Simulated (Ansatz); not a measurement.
A geometry relaxed with Ansatz (a program for electronic structure) with B3LYP-D3(BJ)/def2-TZVP, charge 0, multiplicity 1:

```xyz
9

O      1.0276    -1.1585     0.4319
H     -1.3794    -0.9237    -0.5918
H      1.9863    -1.0241     0.3779
H     -1.3742    -0.3169     1.0581
H      0.6387     1.7540    -0.6602
H     -1.4985     0.8254    -0.2982
C      0.4537    -0.0093     0.0025
C     -1.0419    -0.1014     0.0413
N      1.1877     0.9544    -0.3616
```

Write the SMILES of this molecule.

`[H]/N=C(\C)O`
